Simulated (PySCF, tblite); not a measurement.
Compound: C₆H₆OP₂S.
Geometry (GFN2-xTB, Å), atoms numbered from 1 in this order:
```
atom  x, y, z in Å
C1    -3.3717   -0.9903   -0.8446
S2    -2.1576   -0.1040   -1.8576
C3    -0.7735    0.0604   -0.7860
P4    -0.8739   -0.5993    0.8391
C5     0.6724   -0.2063    1.4914
C6     1.7437    0.4576    0.9074
C7     2.9457    0.6381    1.7414
O8     3.0675    0.2578    2.8776
C9     1.7659    0.9598   -0.3904
P10    0.5369    0.9120   -1.5973
H11   -2.9716   -1.9595   -0.5582
H12   -3.6134   -0.4006    0.0358
H13   -4.2504   -1.1152   -1.4699
H14    0.8266   -0.5305    2.5164
H15    3.7681    1.1733    1.2261
H16    2.6779    1.4556   -0.7066
```

Computed, not measured: PBE0/pcSseg-1 in PySCF (dipole) on a GFN2-xTB geometry, gas phase.

Take the most abundant isotopes and a rigid rotor. The values belong to one conformer with, in the numbering `[CH3:1][S:2][c:3]1[p:4][cH:5][c:6]([CH:7]=[O:8])[cH:9][p:10]1`, C1–S2–C3–P4 0°, C5–C6–C7–O8 0°.

(1) Give the principal moments of inertia and the rotational constants in cm⁻¹.

(2) What kind of rotor is it?

(3) What does the inertial defect say?

(4) Give the other two planar moments, Paa and Pbb, and the rms extents of the mass along the axes.

(5) Which lines would a microwave search look for?

(6) Estimate the classical rotational partition function at 10 K, 25 K and 200 K.

Answers

(1) Ia = 258.12, Ib = 985.64, Ic = 1240.55 u·Å²; 505379 MHz·u·Å²/I gives 1958, 512.7 and 407.4 MHz, that is A = 0.06531, B = 0.01710, C = 0.01359 cm⁻¹.

(2) An asymmetric top. Ray's parameter κ = (2B − A − C)/(A − C) = -0.864; −1 is the prolate and +1 the oblate limit.

(3) Not planar: Δ = Ic − Ia − Ib = -3.22 u·Å². For a rigid frame Δ = −2 Σ m c², so Σ m c² = 1.61 u·Å² lies off the ab plane, practically all of it from hydrogen. The atom farthest from that plane is 0.89 Å away.

(4) Paa = Σ m a² = (Ib + Ic − Ia)/2 = 984.03 and Pbb = Σ m b² = (Ia + Ic − Ib)/2 = 256.51 u·Å². With the mass M = 187.96 u, the rms extents √(P/M) along a, b and c are 2.29, 1.17, 0.09 Å.

(5) The dipole components are |μa| = 2.35 D, |μb| = 0.24 D, |μc| = 0.00 D; the mirror of this Cs structure is the ab plane, so μc vanishes by symmetry and there are no c-type lines. The squared components, which scale the intensities, stand as 1.00 : 0.01 (a : b). Some lines, for components of 0.1 D or more:

```tsv
type	branch	J(Ka,Kc)	MHz	lower level (cm⁻¹)
b	R	2(0,2) ← 1(1,1)	390	0.079
a	R	1(0,1) ← 0(0,0)	920	0.000
b	R	3(0,3) ← 2(1,2)	1393	0.137
b	Q	3(1,2) ← 3(0,3)	1838	0.183
a	R	3(1,3) ← 2(1,2)	2599	0.137
a	R	4(0,4) ← 3(0,3)	3626	0.183
a	R	4(3,2) ← 3(3,1)	3691	0.634
a	R	4(3,1) ← 3(3,0)	3692	0.634
a	R	4(1,3) ← 3(1,2)	3880	0.245
b	R	3(1,3) ← 2(0,2)	3944	0.092
b	Q	4(2,2) ← 4(1,3)	4060	0.374
b	Q	3(2,1) ← 3(1,2)	4209	0.245
a	R	5(3,2) ← 4(3,1)	4622	0.757
b	Q	5(2,4) ← 5(1,5)	5303	0.483
b	R	3(2,1) ← 2(1,2)	7440	0.137
b	Q	4(3,2) ← 4(2,3)	7507	0.507
b	R	5(2,4) ← 4(1,3)	8566	0.374
b	R	3(3,1) ← 2(2,0)	10247	0.292
b	R	4(3,1) ← 3(2,2)	11185	0.384
```

(6) Point group Cs, symmetry number σ = 1; q = (√π/σ)·√((kT/h)³/(ABC)), k/h = 20836.6 MHz/K: 8340 at 10 K, 33000 at 25 K, 746000 at 200 K.

Its GFN2-xTB frequencies are all real (lowest 47 cm⁻¹). Zero-point vibration and centrifugal distortion are left out. A rigid rotor knows nothing of internal rotation, which can split or shift real lines.
